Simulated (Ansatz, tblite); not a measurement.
Forces on the cluster Si₆Ge⁻ at its PBE-D4/def2-SVPD geometry. The state is a doublet with charge -1.

The xTB rows come from tblite. Another isomer (doublet) lies 0.29 eV lower at PBE0-D4/def2-TZVPD; other spin states weren't run for this one.

GFN2-xTB (tblite), largest force 1.49 eV/Å:

```xyz
7
positions Å, forces eV/Å
Si    0.442    1.043    0.226    0.240    0.775   -0.108
Si   -1.432    1.103    1.746    0.442   -0.367   -1.377
Si    1.696   -1.213    0.458   -0.357    0.123   -0.275
Si   -1.977    0.687   -0.543    0.016    0.134    0.239
Si   -0.663   -1.134    1.020    0.873   -0.612    0.067
Si    2.149    0.306   -1.304   -0.535   -0.281    1.143
Ge   -0.216   -0.791   -1.603   -0.680    0.228    0.310
```

PBE-D4/def2-TZVPD (Ansatz), largest force 0.27 eV/Å:

```
Si -0.104 -0.245 -0.038
Si 0.056 -0.102 -0.194
Si -0.125 0.147 -0.115
Si 0.157 -0.037 0.151
Si 0.090 0.218 -0.101
Si -0.129 -0.078 0.140
Ge 0.056 0.098 0.157
```
